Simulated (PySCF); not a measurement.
HOSi, SMILES [OH+]=[Si] (connectivity only; charge and spin as stated), charge +1, multiplicity 1. The structure is a stationary point at r2SCAN-D4/def2-TZVPD. The isomer is the one that the SMILES or the coordinates give; other isomers of the formula were not compared.

TDDFT-PBE/def2-TZVPD (PySCF 2.14.0) puts the lowest singlet excitations at 6.88, 7.01, 7.01, 7.53, 7.53, 8.54 eV and the lowest triplet (TDA) at 4.70 eV.

Task: What are the lowest singlet roots from EOM-CCSD/aug-cc-pVDZ (PySCF)? (An estimate is asked for; the answer gives what the named calculation found.)

Result: 7.77, 7.77, 7.89, 7.89, 7.95, 9.36 eV; triplets 4.87, 4.87, 7.19 eV. S1 differs by 0.89 eV (second minus first; roots are paired by order, and the bases may differ).
